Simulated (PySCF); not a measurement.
A geometry optimisation, step by step.

Species: Sn(OtBu)Me3, C7H18OSn.
Bonds: Sn1–O2, Sn1–C16, Sn1–C20, Sn1–C24, O2–C3, C3–C4, C3–C5, C3–C6. Hydrogens: H7, H8, H9 on C4; H10, H11, H12 on C5; H13, H14, H15 on C6; H17, H18, H19 on C16; H21, H22, H23 on C20; H25, H26, H27 on C24.

Computed by this run: PySCF 2.14.0, PBE0-D3(BJ)/def2-SVP geometry optimisation, gas phase, def2 core potentials past Kr; density fitting, grid level 1; the optimiser is geomeTRIC in internal coordinates, started from a GFN2-xTB structure with every atom displaced at random (about 0.03 Å). 6 of its 10 geometries are shown. The frame can shift and turn from step to step; on so coarse a grid that alone can change the energy by a few meV, and forces under 0.02 eV/Å are noise.

Step 0: E = -15413.0453 eV, largest atomic force 5.056 eV/Å
```
atom  x, y, z in Å  |  force x, y, z in eV/Å
Sn1    -0.367   -0.651   -1.356   -1.581   1.726  -0.507
O2     -0.354   -0.515    0.630   -0.420  -0.285  -0.416
C3      0.235    0.364    1.499    2.933   0.141   1.102
C4      0.057    1.837    1.211   -4.861  -0.789  -0.083
C5     -0.245   -0.020    2.883    0.017   1.368   1.115
C6      1.802    0.194    1.482   -1.818  -1.019  -0.516
H7      0.410    2.481    1.977    0.878   0.707   0.923
H8      0.408    2.121    0.233    0.285   0.275  -0.680
H9     -1.127    1.974    1.258    2.106   0.189  -0.480
H10    -1.323    0.120    2.964   -0.451  -0.159  -0.081
H11     0.189    0.617    3.706   -0.109  -0.285  -0.716
H12     0.008   -1.039    3.140    0.060  -0.692  -0.122
H13     2.116    0.521    0.492    0.622  -0.034  -0.229
H14     1.998   -0.863    1.657    0.361  -0.436  -0.253
H15     2.280    0.734    2.268    0.537   0.865   0.682
C16     1.601   -0.497   -2.226   -1.080  -2.041  -0.913
H17     2.272   -1.126   -1.663    0.503  -0.315   0.509
H18     1.961    0.492   -2.257    0.490   1.630  -0.088
H19     1.557   -0.948   -3.253    0.000   0.507   0.542
C20    -1.759    1.125   -2.047    4.439  -0.660  -2.327
H21    -2.525    1.280   -1.370   -1.866   0.466   1.695
H22    -2.102    0.795   -3.048   -0.237   0.150   0.328
H23    -1.074    2.044   -2.232   -1.203  -1.285   0.561
C24    -1.431   -2.509   -1.500    1.595   1.285   0.922
H25    -2.271   -2.534   -0.873   -1.683   0.415   1.065
H26    -0.788   -3.245   -1.096    1.154  -1.189   0.512
H27    -1.681   -2.798   -2.460   -0.674  -0.533  -2.545
```

Step 2: E = -15414.2005 eV, largest atomic force 0.458 eV/Å
```
atom  x, y, z in Å  |  force x, y, z in eV/Å
Sn1    -0.425   -0.603   -1.339   -0.294   0.327   0.061
O2     -0.374   -0.537    0.665   -0.109  -0.247  -0.132
C3      0.281    0.350    1.522    0.315   0.257   0.056
C4     -0.023    1.805    1.153    0.162  -0.002   0.087
C5     -0.239    0.060    2.928   -0.099  -0.061   0.033
C6      1.801    0.118    1.481   -0.169  -0.017   0.059
H7      0.427    2.504    1.878    0.044  -0.009  -0.126
H8      0.359    2.046    0.146    0.064   0.031   0.039
H9     -1.102    1.985    1.149   -0.254  -0.021   0.000
H10    -1.332    0.192    2.961    0.046  -0.028  -0.030
H11     0.214    0.730    3.674    0.040   0.014   0.026
H12    -0.010   -0.981    3.204   -0.033   0.028  -0.015
H13     2.208    0.369    0.489    0.023   0.010   0.024
H14     2.014   -0.943    1.684    0.013   0.032  -0.008
H15     2.323    0.731    2.236   -0.005  -0.025  -0.076
C16     1.554   -0.474   -2.177    0.017  -0.102   0.078
H17     2.248   -1.099   -1.594   -0.028   0.074  -0.010
H18     1.908    0.569   -2.178   -0.014  -0.077   0.002
H19     1.535   -0.854   -3.208    0.004   0.043  -0.070
C20    -1.691    1.039   -2.005    0.204  -0.409  -0.031
H21    -2.508    1.196   -1.285    0.059   0.002  -0.064
H22    -2.102    0.789   -2.994   -0.111  -0.010   0.027
H23    -1.096    1.952   -2.110    0.052   0.177   0.086
C24    -1.403   -2.498   -1.553    0.108  -0.145   0.029
H25    -2.319   -2.474   -0.941    0.065  -0.009  -0.110
H26    -0.745   -3.294   -1.161   -0.098   0.107  -0.068
H27    -1.654   -2.724   -2.603   -0.002   0.061   0.134
```

Step 4: E = -15414.2236 eV, largest atomic force 0.089 eV/Å
```
atom  x, y, z in Å  |  force x, y, z in eV/Å
Sn1    -0.454   -0.591   -1.318   -0.018   0.022   0.032
O2     -0.387   -0.547    0.685    0.032  -0.020   0.009
C3      0.296    0.351    1.525   -0.058   0.066   0.014
C4      0.033    1.801    1.109    0.012  -0.020  -0.021
C5     -0.257    0.108    2.929    0.010  -0.009  -0.034
C6      1.799    0.068    1.504    0.042  -0.013  -0.016
H7      0.510    2.516    1.798   -0.019  -0.004   0.011
H8      0.441    2.000    0.103   -0.014  -0.006  -0.004
H9     -1.050    2.002    1.088    0.046   0.001   0.008
H10    -1.345    0.274    2.931   -0.004   0.017   0.008
H11     0.209    0.773    3.672   -0.004  -0.005   0.005
H12    -0.077   -0.937    3.223    0.004   0.002  -0.001
H13     2.228    0.277    0.511   -0.016   0.000  -0.002
H14     1.984   -0.991    1.739   -0.009   0.003   0.011
H15     2.340    0.688    2.236   -0.007   0.000   0.011
C16     1.526   -0.444   -2.149   -0.004   0.002  -0.015
H17     2.226   -1.063   -1.572    0.000  -0.017  -0.005
H18     1.871    0.600   -2.131    0.010  -0.001   0.005
H19     1.518   -0.794   -3.192   -0.002   0.005   0.005
C20    -1.726    1.013   -1.980   -0.002   0.026  -0.026
H21    -2.546    1.146   -1.260    0.001  -0.009   0.010
H22    -2.156    0.779   -2.965    0.010  -0.007   0.004
H23    -1.163    1.955   -2.052   -0.005  -0.020   0.007
C24    -1.369   -2.507   -1.578   -0.020   0.011  -0.016
H25    -2.298   -2.524   -0.992   -0.005  -0.025  -0.003
H26    -0.702   -3.297   -1.207    0.011  -0.004   0.002
H27    -1.606   -2.700   -2.635    0.007   0.007   0.000
```

Step 5: E = -15414.2260 eV, largest atomic force 0.063 eV/Å
```
atom  x, y, z in Å  |  force x, y, z in eV/Å
Sn1    -0.465   -0.589   -1.307   -0.047   0.042   0.007
O2     -0.389   -0.553    0.696    0.030   0.010  -0.011
C3      0.302    0.350    1.527    0.031  -0.026  -0.003
C4      0.086    1.795    1.074   -0.011  -0.019  -0.018
C5     -0.277    0.150    2.926    0.002   0.026   0.000
C6      1.799    0.026    1.534   -0.033   0.004  -0.001
H7      0.568    2.514    1.753    0.014   0.007   0.023
H8      0.510    1.959    0.069    0.003  -0.003  -0.004
H9     -0.990    2.024    1.034   -0.016   0.012   0.001
H10    -1.358    0.350    2.913   -0.004   0.004   0.005
H11     0.199    0.813    3.666    0.000  -0.004  -0.010
H12    -0.130   -0.893    3.241   -0.003  -0.010  -0.003
H13     2.245    0.199    0.542   -0.001  -0.005  -0.005
H14     1.952   -1.031    1.800   -0.013  -0.001  -0.002
H15     2.345    0.648    2.259    0.008   0.015   0.011
C16     1.509   -0.413   -2.148   -0.007   0.004  -0.010
H17     2.216   -1.037   -1.584    0.004  -0.020  -0.004
H18     1.849    0.632   -2.115    0.010   0.010   0.010
H19     1.498   -0.746   -3.196   -0.007   0.000   0.002
C20    -1.765    1.003   -1.956    0.010  -0.038   0.021
H21    -2.586    1.112   -1.232   -0.010  -0.008   0.011
H22    -2.194    0.770   -2.942    0.014  -0.003  -0.005
H23    -1.220    1.955   -2.016    0.016   0.007  -0.008
C24    -1.346   -2.517   -1.599   -0.003   0.023   0.015
H25    -2.276   -2.575   -1.018   -0.017  -0.001   0.013
H26    -0.660   -3.298   -1.243    0.026  -0.025   0.003
H27    -1.574   -2.693   -2.659    0.004   0.000  -0.037
```

Step 7: E = -15414.2275 eV, largest atomic force 0.046 eV/Å
```
atom  x, y, z in Å  |  force x, y, z in eV/Å
Sn1    -0.479   -0.586   -1.294   -0.007   0.005  -0.008
O2     -0.388   -0.560    0.708    0.011   0.025  -0.005
C3      0.310    0.348    1.529    0.013  -0.043  -0.012
C4      0.155    1.785    1.030   -0.017   0.006  -0.001
C5     -0.307    0.212    2.919   -0.003   0.011   0.013
C6      1.793   -0.030    1.580   -0.022   0.018   0.017
H7      0.650    2.504    1.701    0.010   0.001   0.001
H8      0.606    1.907    0.030    0.005   0.003   0.001
H9     -0.910    2.055    0.962   -0.009   0.000   0.000
H10    -1.378    0.460    2.879    0.000  -0.003  -0.002
H11     0.183    0.873    3.651    0.004  -0.002  -0.004
H12    -0.212   -0.828    3.264   -0.006  -0.003  -0.001
H13     2.263    0.090    0.592    0.003  -0.006  -0.003
H14     1.897   -1.081    1.886    0.000  -0.002  -0.005
H15     2.347    0.598    2.296    0.006   0.003  -0.005
C16     1.485   -0.370   -2.152    0.001   0.005   0.004
H17     2.201   -1.011   -1.619   -0.002  -0.008  -0.006
H18     1.824    0.674   -2.092    0.005  -0.003   0.008
H19     1.459   -0.673   -3.209   -0.005   0.005  -0.003
C20    -1.816    0.982   -1.915   -0.007  -0.018   0.023
H21    -2.637    1.057   -1.187   -0.002   0.000  -0.005
H22    -2.239    0.753   -2.903    0.005   0.004  -0.007
H23    -1.293    1.947   -1.961    0.005   0.003  -0.006
C24    -1.307   -2.531   -1.629    0.012  -0.007   0.016
H25    -2.237   -2.639   -1.052   -0.001   0.008   0.002
H26    -0.596   -3.300   -1.298    0.000  -0.003  -0.004
H27    -1.527   -2.680   -2.696    0.000  -0.001  -0.008
```

Step 9: E = -15414.2283 eV, largest atomic force 0.027 eV/Å
```
atom  x, y, z in Å  |  force x, y, z in eV/Å
Sn1    -0.476   -0.586   -1.294    0.019  -0.018   0.001
O2     -0.385   -0.560    0.707   -0.013   0.001   0.004
C3      0.307    0.349    1.530   -0.015   0.022   0.003
C4      0.155    1.787    1.029    0.017   0.000   0.010
C5     -0.318    0.219    2.918    0.000  -0.015  -0.009
C6      1.789   -0.028    1.590    0.023  -0.007  -0.005
H7      0.651    2.504    1.701   -0.009  -0.003  -0.007
H8      0.610    1.908    0.031   -0.004  -0.003   0.000
H9     -0.910    2.059    0.958   -0.001  -0.002  -0.002
H10    -1.387    0.476    2.872    0.000   0.003   0.001
H11     0.175    0.877    3.650   -0.001   0.000   0.005
H12    -0.235   -0.822    3.264    0.003   0.004  -0.001
H13     2.261    0.081    0.601   -0.003   0.001   0.002
H14     1.890   -1.078    1.902    0.004   0.002   0.006
H15     2.344    0.605    2.300   -0.005  -0.003  -0.002
C16     1.486   -0.368   -2.155    0.000  -0.003   0.001
H17     2.197   -1.032   -1.644   -0.004  -0.001  -0.003
H18     1.840    0.669   -2.072    0.002  -0.004   0.005
H19     1.449   -0.645   -3.220    0.002   0.012  -0.002
C20    -1.819    0.975   -1.909   -0.006   0.012  -0.023
H21    -2.645    1.044   -1.186    0.003   0.001  -0.003
H22    -2.235    0.750   -2.902   -0.003   0.001   0.003
H23    -1.299    1.942   -1.951   -0.007  -0.002   0.008
C24    -1.292   -2.536   -1.633    0.003  -0.004  -0.005
H25    -2.220   -2.650   -1.056    0.006  -0.004  -0.004
H26    -0.576   -3.304   -1.308   -0.006   0.009   0.001
H27    -1.512   -2.681   -2.702   -0.003   0.000   0.016
```

**Question.** Summarise the path.

**Answer.** The energy falls by 114.14 kJ/mol from step 0 to step 9; nine tenths of that is first reached at step 1. It falls at every step. The largest force goes from 5.056 to 0.027 eV/Å. Among the bonds Sn1–C20 changes most, from 2.361 to 2.149 Å; the atoms move by 0.282 Å rms after alignment.

What follows is the cost of the whole optimisation. On an AMD EPYC 9B45 with 2 threads, on a shared host, this took 2.0 min wall, 5.1 min CPU and 1.3 GiB of memory at its peak.
